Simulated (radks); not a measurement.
The numbers below are computed, except where a source is named.
Cu13+, configuration [Ne] 3s2 3p4. Level of theory: Dirac Kohn-Sham, LB94 model potential, spin-unpolarised, spherical densities, finite nucleus; open shells fill j = l - 1/2 first; Fermi nuclear charge, rms radius 3.8823 fm (a radial shooting solver on a logarithmic mesh with Libxc functionals).

Normalised radial functions P(r) = r R(r) (large component), r in bohr:

r,2s1/2,2p1/2,3s1/2
0.002422,0.2300,0.0067,0.1023
0.00303,0.2812,0.0096,0.1250
0.003791,0.3421,0.0140,0.1521
0.004743,0.4137,0.0204,0.1839
0.005934,0.4966,0.0300,0.2207
0.007423,0.5905,0.0443,0.2623
0.009287,0.6935,0.0653,0.3079
0.01171,0.8055,0.0975,0.3573
0.01465,0.9113,0.1429,0.4037
0.01833,1.0027,0.2080,0.4431
0.02293,1.0621,0.2998,0.4675
0.02869,1.0661,0.4261,0.4660
0.0359,0.9859,0.5951,0.4252
0.04491,0.7917,0.8123,0.3313
0.05618,0.4599,1.0773,0.1740
0.07029,-0.0143,1.3784,-0.0470
0.08794,-0.6022,1.6877,-0.3135
0.11,-1.2302,1.9584,-0.5803
0.1376,-1.7822,2.1294,-0.7735
0.1722,-2.1239,2.1389,-0.8022
0.2154,-2.1528,1.9496,-0.5890
0.2695,-1.8549,1.5765,-0.1201
0.3372,-1.3348,1.0985,0.5091
0.4252,-0.7615,0.6226,1.1142
0.532,-0.3452,0.2870,1.4270
0.6656,-0.1166,0.1008,1.3592
0.8327,-0.0275,0.0253,0.9881
1.042,-0.0041,0.0042,0.5362
1.303,-0.0004,0.0004,0.2069
1.63,0.0000,0.0000,0.0529
2.04,0.0000,0.0000,0.0082

2s1/2: eigenvalue -1513.0 eV, 1 radial node at r = 0.0699 bohr, <r> = 0.233 bohr, 90 % of the charge inside 0.360 bohr. 2p1/2: eigenvalue -1383.2 eV, 0 radial nodes, <r> = 0.202 bohr, 90 % of the charge inside 0.330 bohr. 3s1/2: eigenvalue -481.30 eV, 2 radial nodes at r = 0.0673, 0.282 bohr, <r> = 0.622 bohr, 90 % of the charge inside 0.908 bohr.
